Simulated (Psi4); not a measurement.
Pair of molecules: H2O (SMILES O) (first 3 atoms) with HCl (SMILES Cl); geometry from B3LYP-D3(BJ)/def2-TZVP.
(charge 0, multiplicity 1):
```xyz
5

O      0.21157     0.56182     0.17731
H      0.72368    -0.15698    -0.20990
H     -0.66149     0.51655    -0.22834
Cl     0.08215     0.38190     3.31641
H      0.15798     0.50223     2.01991
```

Method: SAPT0/jun-cc-pV(D+d)Z run with Psi4.

Question: Which attractive term is largest, and how does the interaction split up?

Answer: electrostatics -47.8, exchange 51.3, induction -18.7, dispersion -8.5, total -23.6 kJ/mol; the largest attraction is electrostatics.
